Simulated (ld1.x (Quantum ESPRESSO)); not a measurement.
# sulfur (S), TM: configuration errors across variants

* Element: S
* Generator: ld1.x (Quantum ESPRESSO) 7.5
* Type: norm-conserving Troullier–Martins (Kleinman–Bylander form)
* Functional: BP86
* Relativity: scalar-relativistic
* Frozen core: [Ne]
* Valence charge: 6
* Reference configuration: 3s2 3p2 (charge +2)
* Partial waves: 3s (bound): rc 1.20 bohr; 3p (bound): rc 1.40 bohr; 3d channel at 0.5 Ry: rc 1.40 bohr
* Local potential: all-electron potential smoothed inside 0.95 bohr (lloc = -1)
* Core correction: none

All-electron excitation energies from the reference (eV): (1) 3s2 3p4 -34.237; (2) 3s2 3p3 -22.376; (3) 3s2 3p1 34.146; (4) 3s2 3p0 81.073; (5) 3s2 3p3.5 -29.530; (6) 3s0 3p6 -13.483; (7) 3s2 3p4.3 -35.975.

3 further variants failed, have other tests or another functional or relativity, and are left out.

A true bound ghost makes a file unfit for plane-wave use even where its test errors are small: the radial tests pick states by their node count and pass the ghost by.

Errors AE − PS in meV (a dash: test not solved or not reliable):

```tsv
change	(1)	(2)	(3)	(4)	(5)	(6)	(7)	bound ghosts
base	+65	+27	+86	+676	+47	+45	+73	none
wave 3s (bound): rc 1.20 bohr becomes 3s (bound): rc 0.76 bohr	+88	+36	+79	+477	+63	+512	+99	not determined
wave 3d channel at 0.5 Ry: rc 1.40 bohr becomes 3d channel at 0.16 Ry: rc 1.40 bohr	+65	+27	+86	+676	+47	+45	+73	none
wave 3p (bound): rc 1.40 bohr becomes 3p (bound): rc 2.16 bohr	+62	+26	+82	+659	+45	+42	+71	none
wave 3d channel at 0.5 Ry: rc 1.40 bohr becomes 3d channel at 0.5 Ry: rc 1.22 bohr	+65	+27	+86	+676	+47	+45	+73	none
all radii scaled by about 1.25 (s 1.50, p 1.76, d 1.76 bohr); local potential all-electron potential smoothed inside 1.20 bohr (lloc = -1)	+37	+15	+25	+146	+27	+34	+43	none
local potential all-electron potential smoothed inside 1.05 bohr (lloc = -2)	+37	+15	+25	+146	+26	+42	+42	none
type RRKJ; local potential the d channel; rho0 0.01	+43	+18	+35	+233	+31	+28	+49	none
local potential all-electron potential smoothed inside 0.80 bohr (lloc = -1)	+10	+4.2	+3.8	+34	+7.1	+46	+12	s
```

Question: Give the same row for: core correction a·sin(br)/r model core inside 1.00 bohr.

Answer: +53, +21, +40, +243, +38, +23, +61; bound ghosts: none.
